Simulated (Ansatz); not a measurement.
Ag3H3⁺, that is (AgH)3 ring with one electron fewer. Total charge 1; doublet. Geometry PBE0-D4/def2-TZVP, that of the neutral singlet; atoms count from 1.

```xyz
6

Ag   -0.569   -1.399    0.435
H    -0.207   -1.486   -1.374
Ag    0.409    0.251   -1.497
H     0.736    1.811   -0.564
Ag    0.160    1.148    1.062
H    -0.529   -0.325    1.937
```

In the def2 sets Ag takes a core potential; there is no spin–orbit coupling.

Q: Estimate the Mulliken populations from the PBE0/def2-TZVP orbitals of Ansatz.

A: 
```csv
atom,charge (e),spin (α − β),d electrons
Ag1,0.33,0.15,9.78
H2,-0.02,0.10,–
Ag3,0.31,0.11,9.81
H4,0.08,0.42,–
Ag5,0.31,0.11,9.81
H6,-0.02,0.10,–
```
Mulliken values depend strongly on the basis.

Q: Where does the spin sit?

A: Summed by element: Ag 0.38, H 0.62, of 1 unpaired in all. Largest on single atoms: H4 0.42, Ag1 0.15, Ag3 0.11.

Q: And the Mayer bond orders between heavy atoms (over 0.3)?

A: Ag1–Ag3 0.39 (2.72 Å); Ag1–Ag5 0.39 (2.72 Å); Ag3–Ag5 0.33 (2.72 Å).
